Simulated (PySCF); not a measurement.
# Checking a proposed structure

A compound C$_{6}$H$_{10}$OSi$_{2}$ gives the data below (simulated from a calculation) and was assigned the structure `[SiH3]/C=C/[SiH2]c1ccco1`.

¹³C{¹H} NMR (computed): δ 116.1 (C), 115.4 (C), 114.7 (C), 77.6 (C), 53.0 (CH3), 6.0 (CH3).

¹H NMR (600 MHz, computed): δ 4.77 (s, 2H), 4.56 (s, 2H), 3.68 (s, 3H), 1.98 (s, 3H).

PySCF calculation with GIAO PBE0/pcSseg-1 shieldings and geometry from PBE0-D3(BJ)/def2-SVP; no solvent, one conformer, averaged over atoms made equivalent by symmetry, fast rotation or ring inversion, relativity neglected.

References, each an isolated molecule treated in the same way: ¹H (σref 31.27) and ¹³C (σref 184.41) vs TMS.

Task: Compare with the shifts computed for the proposed structure, pairing carbons in order of shift.

Result: Numbering as in the mapped SMILES `[SiH3:1]/[CH:2]=[CH:3]/[SiH2:4][c:5]1[cH:6][cH:7][cH:8][o:9]1`. Each H is labelled by its parent atom.

```tsv
atom	computed for proposal	given list	difference
C2	158.3	116.1	+42.2
C3	157.4	115.4	+42.0
C8	153.0	114.7	+38.3
C5	152.9	77.6	+75.3
C6	130.3	53.0	+77.3
C7	115.6	6.0	+109.6
```

The rms difference is 69.1 ppm and the largest +109.6 ppm at C7 (aromatic CH). The carbon types in order of shift don't match either: CH, CH, CH, C, CH, CH for the proposal against C, C, C, C, CH3, CH3 in the data. The proposal doesn't fit.

Task: Which isomer fits?

Result: SMILES CC#C[SiH2]C#C[SiH2]OC.

Carbon types of the structure: 4 × C, 2 × CH3, leaving 4 H on heteroatoms. δC 116.1, 115.4, 114.7, 77.6: alkyne carbon. δC 53.0: methyl carbon bonded to O; pulled downfield by the heteroatom. δC 6.0: propargylic methyl carbon; saturated and bonded to C and H only. δH 3.68: hydrogen on a methyl carbon bonded to O; its carbon carries O, an electronegative neighbour.

The data come from this structure; uniqueness wasn't tested.

Shifts are as computed. Against solution values, carbons near 30 ppm lie about +2 ppm off and those near 130 ppm about +5 ppm. Of 1211 compounds with measured shifts, 218 miss one by over three times the rms of a fit or turn the order of signals round; such compounds aren't used in these exercises. Multiplicities follow the n + 1 count of equivalent neighbours, as no J values were calculated; m marks all less simple cases, F and P coupling included.
